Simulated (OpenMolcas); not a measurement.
## Ions of charge +3 along the 4f row on the Ca site of CaF2

* Program: OpenMolcas 26.06
* Method: CASSCF
* Spin-orbit coupling: state interaction with AMFI integrals over the reference wave functions

The f shell is active. Each dopant is a cluster with its nearest anions in model potentials and point charges, with no relaxation and no local charge compensation. Distances were set from a Shannon-type radius of the metal (high-spin where two are listed) plus a fixed donor radius (F 1.31 Å), in hosts weighted 0.65 to 0.35 with the host's distance in the model lattice. Ligand basis ANO-RCC-VDZP, DKH2 Hamiltonian. States (labels of O, the rotations of Oh). Energies in cm-1 above the lowest state or level, χT in cm3 K/mol; under a threefold ground state the first gap can be a small split of the lowest multiplet, not the spin-orbit step. Free-ion χT is g² J(J+1) / 8 for Hund's level.

```csv
Ion,Shell,R (Å),Metal basis,Ground state,First state of that spin,First gap with spin-orbit (degeneracies),Width of lowest J,χT at 300 K,Free-ion χT
Ce3+,4f1,2.422,ANO-RCC-VDZP,2T2,2T1 71.1,"456.1 (4, 2)",456,0.680,0.804
Pr3+,4f2,2.411,ANO-RCC-VDZP,3T1,3E 9.6,"347.0 (3, 1)",568,1.399,1.600
Nd3+,4f3,2.4,ANO-RCC-VDZP,4A2,4T2 253.8,"171.6 (4, 4)",602,1.487,1.636
Pm3+,4f4,2.39,ANO-RCC-VDZP,5T2,5E 163.8,"261.3 (1, 3)",571,0.820,0.900
Sm3+,4f5,2.381,ANO-RCC-VDZP,6T2,6T1 353.4,"111.0 (4, 2)",111,0.310,0.089
Eu3+,4f6,2.372,ANO-RCC-VDZP,7A2,7T1 772.6,"340.4 (1, 3)",,1.399,0
Gd3+,4f7,2.364,ANO-RCC-VDZP,8A1,,,,7.851,7.875
Tb3+,4f8,2.355,ANO-RCC-VDZP,2S+1 = 7,7A2 999.9,"0.6 (1, 3)",253,11.649,11.812
Dy3+,4f9,2.347,ANO-RCC-VDZP,6T1,6E 1.0,"1.5 (2, 4)",361,13.846,14.167
Ho3+,4f10,2.339,ANO-RCC-VDZP,5A2,5T2 148.8,"0.5 (3, 2)",376,13.612,14.062
Er3+,4f11,2.332,ANO-RCC-VDZP,4T2,4E 90.0,"62.2 (2, 4)",421,11.106,11.475
Tm3+,4f12,2.326,ANO-RCC-VDZP,3T2,3T1 203.2,"92.8 (1, 3)",425,6.900,7.146
```

χT departs most from the free-ion value for Eu3+, by +1.399 cm3 K/mol.

Without dynamic correlation the ligand-field splitting of an f shell can come out too small, at times by half (holds for Pr3+; Nd3+; Pm3+; Sm3+; Eu3+; Tb3+; Dy3+; Ho3+; Er3+; Tm3+). High states are left out of the spin-orbit mixing, which shifts the levels that they would mix with (holds for Nd3+; Pm3+; Sm3+; Eu3+; Tb3+; Dy3+; Ho3+; Er3+). No quartet enters the spin-orbit mixing, so the splitting and order within the octet and the sextets are unsound, and g values and χT are rough (holds for Gd3+). A group larger than the point group allows holds several states that coincide in this model. No measured value stands beside these numbers; the geometry was set by hand and not optimised.

A state without a sure symmetry label is named by its multiplicity alone.
